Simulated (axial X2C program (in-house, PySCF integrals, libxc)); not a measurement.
# Potential curves of GeTe, two-component

All values were computed with an axial X2C code built on PySCF integrals. Two-component (2c) means X2C with spin–orbit coupling and atomic mean-field two-electron Coulomb and Gaunt terms. Basis: Te dyall-cv3z [11s12p8d4f1g], Ge dyall-cv3z [9s9p7d4f1g] (cores contracted in-house); Gaussian nuclei, density fitting, unrestricted open shells. Masses: Te 129.906 u, Ge 73.921 u.

State: Ω = 0 (closed shell). Energies in kJ/mol from the lowest point of each curve. Fits are polynomials in 1 − R0/R over 0.85 to 1.23 times the lowest point R0.

```csv
R (Å),CCSD,BHandHLYP,PBE0,HF
2.0402,,120.08,122.39,121.76
2.1340,59.17,48.55,50.61,48.45
2.2043,24.96,18.36,19.92,17.73
2.2747,6.39,3.31,4.17,2.75
2.3450,0.00,0.00,0.00,0.00
2.4271,4.22,7.31,6.17,8.50
2.5092,17.72,23.46,21.08,26.28
2.6147,44.40,53.04,49.00,58.40
2.7437,,97.31,91.26,106.09
2.9313,,168.07,159.37,180.94
```

Correlated methods: 10 electrons correlated (number of frozen shells: Te 4 s, 3 p, 2 d; Ge 3 s, 2 p, 1 d), 284 virtual spin orbitals or spinors in MP2, 90 natural virtuals in coupled cluster.

The state is one determinant whose occupation by symmetry is held fixed; it was picked as the lowest of a PBE0 search that is not exhaustive. Closed shells are restricted here (equal orbitals for both partners); the stretched side of such a curve lies too high. CCSD ran in a truncated set of natural virtual spinors with an MP2 remainder; without triples it tends to underbind. The T1 diagnostic is large, a sign of multireference character. With the outer-core shells frozen, correlated bond lengths of heavy atoms tend to come out a few hundredths of an ångström too long. Coupled cluster ran on the points near the minimum only. MP2 and coupled cluster on one determinant become unreliable at the stretched end.

Problem. Fit the CCSD curve near its minimum: give the equilibrium distance and the harmonic wavenumber.

Solution. At CCSD, 2c: Re = 2.355 Å, ωe ≈ 329 cm⁻¹; Be follows as 0.0645 cm⁻¹.

Problem. Fit the BHandHLYP curve near its minimum: give the equilibrium distance and the harmonic wavenumber.

Solution. At BHandHLYP, 2c: Re = 2.333 Å, ωe ≈ 336 cm⁻¹; Be follows as 0.0657 cm⁻¹.

Problem. Fit the PBE0 curve near its minimum: give the equilibrium distance and the harmonic wavenumber.

Solution. At PBE0, 2c: Re = 2.340 Å, ωe ≈ 330 cm⁻¹; Be follows as 0.0654 cm⁻¹.

Problem. Fit the HF curve near its minimum: give the equilibrium distance and the harmonic wavenumber.

Solution. At HF, 2c: Re = 2.328 Å, ωe ≈ 347 cm⁻¹; Be follows as 0.066 cm⁻¹.
